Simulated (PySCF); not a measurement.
What does the PBE0-D3(BJ)/def2-SVP structure of 3-cyanopyridine (`N#CC1=CC=CN=C1`) look like in three dimensions?

```
atom  x, y, z in Å
N1     3.4558    0.8115   -0.2187
C2     2.3440    0.4844   -0.1940
C3     0.9735    0.0762   -0.1638
C4    -0.0639    1.0181   -0.1453
C5    -1.3724    0.5549   -0.1158
C6    -1.5921   -0.8235   -0.1060
N7    -0.6124   -1.7240   -0.1236
C8     0.6382   -1.2888   -0.1517
H9     0.1631    2.0860   -0.1540
H10   -2.2142    1.2496   -0.1004
H11   -2.6146   -1.2170   -0.0827
H12    1.4330   -2.0424   -0.1658
```

Any rigid rotation of these coordinates is as good. Atoms count from 1 in this order. The 6-membered ring C3–C4–C5–C6–N7–C8 has internal angles of 118.2° to 123.5° (sum 720°, against 720° for a flat polygon); it is planar, 0.00 Å rms from its mean plane, widest ring torsion 0°. N7 (pyridine-type nitrogen) is bent (angle 118.2°). The 5 C–C bonds span 1.388 Å (C4–C5, aromatic) to 1.430 Å (C2–C3, drawn single), a spread of 0.042 Å. The C–N distances run from 1.159 Å (N1≡C2, drawn triple) to 1.331 Å (C6–N7, aromatic), a spread of 0.172 Å.

Bonds between heavy atoms (Å): N1≡C2 1.159, C2–C3 1.430, C3–C4 1.401, C4–C5 1.388, C5–C6 1.396, C6–N7 1.331, N7–C8 1.324, C3–C8 1.406.

Computed with PBE0-D3(BJ)/def2-SVP geometry optimisation, gas phase (PySCF 2.14.0).

Point group: Cs (every atom within 0.08 Å of its image). PBE0-D3(BJ)/def2-SVP frequencies: not computed here.
